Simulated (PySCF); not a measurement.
**Relaxation of triplet Rh(OH)3**

These are results of PySCF, UPBE0, basis Rh def2-TZVP with ECP28, O def2-TZVP, H def2-TZVP (scalar-relativistic core potentials, no spin–orbit coupling, density fitting), not measurements. A (50,194) grid was used.

A start at or just off a symmetric point, pushed along the force that breaks its symmetry, with no symmetry imposed:

```xyz
7
charge 0 multiplicity 3, angstrom
Rh   -0.0047    0.0052    0.0058
O     1.8415   -0.3825   -0.0666
O    -0.6144    1.8165   -0.0594
O    -1.1982   -1.4662   -0.0636
H     2.2765   -0.4427    0.8074
H    -0.7598    2.1918    0.8017
H    -1.4968   -1.7716    0.8052
```

Optimiser trace:
| step | E − E(last) (kJ/mol) | largest gradient (Eh/bohr) |
| --- | --- | --- |
| 0 | 28.73 | 0.01184 |
| 1 | 20.50 | 0.00720 |
| 2 | 9.34 | 0.00934 |
| 3 | 6.10 | 0.01572 |
| 4 | 5.64 | 0.01098 |
| 5 | 4.44 | 0.00471 |
| 6 | 4.07 | 0.00758 |
| 7 | 3.35 | 0.00491 |
| 8 | 2.37 | 0.00845 |
| 9 | 1.92 | 0.01043 |
| 10 | 1.09 | 0.00530 |
| 11 | 0.96 | 0.00778 |
| 12 | 0.58 | 0.00259 |
| 13 | 0.32 | 0.00365 |
| 14 | 0.05 | 0.00214 |
| 15 | 0.00 | 0.00469 |

It was stopped by the time limit after 15 steps; the last geometry has O–H 0.96 Å, O–H 0.97 Å, O–H 0.97 Å, Rh–O 1.87 Å, Rh–O 1.90 Å (×2). No frequency check is given, so it may be a saddle point.

Open d and f shells are described by one determinant, and the ground state may have another occupation or spin.

The relaxation took of the order of 9 core-minutes on a shared host.
